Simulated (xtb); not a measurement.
Cl₃OSi, SMILES [O][Si](Cl)(Cl)Cl (connectivity only; charge and spin as stated), charge -1, multiplicity 1. All values are semi-empirical tight-binding results from xtb (GFN2-xTB unless named), good for trends rather than for accurate numbers. Geometry: GFN2-xTB. The spin state was assumed, not searched. The isomer is the one that the SMILES or the coordinates give; other isomers of the formula were not compared.

Optimised geometry:

Bond lengths (Å): O1–Si2 1.519, Si2–Cl3 2.078, Si2–Cl4 2.078, Si2–Cl5 2.078. Bond angles (°): O1–Si2–Cl3 115.5, O1–Si2–Cl4 115.5, O1–Si2–Cl5 115.5, Cl3–Si2–Cl4 102.9, Cl3–Si2–Cl5 102.9, Cl4–Si2–Cl5 102.9.
Charge -1, spin multiplicity 1.

Question: Estimate the properties. (An estimate is asked for; the answer gives what the named calculation found.)

Answer: 
point group as xtb finds it: C3v
orbital gap: 7.96 eV
zero-point energy: 4.9 kcal/mol
G − E(el) at 298.15 K (modified RRHO): -14.7 kcal/mol
static polarisability (D4 model): 80.0 bohr³
solvation energy, GFN2-xTB/ALPB(water): -46.3 kcal/mol
solvation energy, GFN2-xTB/ALPB(toluene): -42.3 kcal/mol

Question: Give the atomic charges and the Wiberg bond orders between heavy atoms. (Estimate from the structure and the level; the computed values follow.)

Answer: charges (e) O1 -0.49, Si2 0.61, Cl3 -0.37, Cl4 -0.37, Cl5 -0.37. Bond orders O1–Si2 1.95, Si2–Cl3 0.84, Si2–Cl4 0.84, Si2–Cl5 0.84.
